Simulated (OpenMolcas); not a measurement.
A calculation on Pt³⁺.

```
Program             : OpenMolcas 26.06
Method              : SS-CASPT2, IPEA 0.25 Eh, imaginary shift 0.1 Eh (closed shells correlated: 5s 5p)
Basis               : ANO-RCC-VTZP [8s7p5d3f1g]
Scalar Hamiltonian  : DKH2, point nucleus
Active space        : 7 electrons in 5 orbitals (5d)
State averaging     : 2S+1 = 4 even, 10 roots; 2S+1 = 2 even, 40 roots
Spin-orbit coupling : state interaction with AMFI integrals over the reference wave functions, term energies averaged over their components
```

**Question.** Which level of the active space comes out lowest?

**Answer.** 5d⁷ ⁴F_9/2, with 84 % of that term.

**Question.** How high does 5d⁷ ⁴P_1/2 [71 %] lie?

**Answer.** 21170 cm⁻¹ above the lowest level.

**Question.** How high does 5d⁷ ²D_5/2(1) [70 %] lie?

**Answer.** 29920 cm⁻¹ above the lowest level.

**Question.** How high does 5d⁷ ⁴F_7/2 lie?

**Answer.** 9680 cm⁻¹ above the lowest level.

**Question.** The level at 10600 cm⁻¹ has J = 3/2. What is it made of, and what is its g factor?

**Answer.** 36 % 5d⁷ ²P_3/2, 23 % 5d⁷ ²D(1), 22 % 5d⁷ ⁴F; g = 1.082, against 1.334 from Landé's formula for the pure leading term.

CASPT2 does not keep the components of a term degenerate, so their means are used; among the terms shown or strongly mixed into the levels shown the widest spread is 240 cm-1 (5d⁷ ²P). Levels of configurations outside the active space are missing.

A share in square brackets marks a mixed level and gives the weight of the term that names it. A number in round brackets counts repeated terms of one configuration in the order of the reference energies.
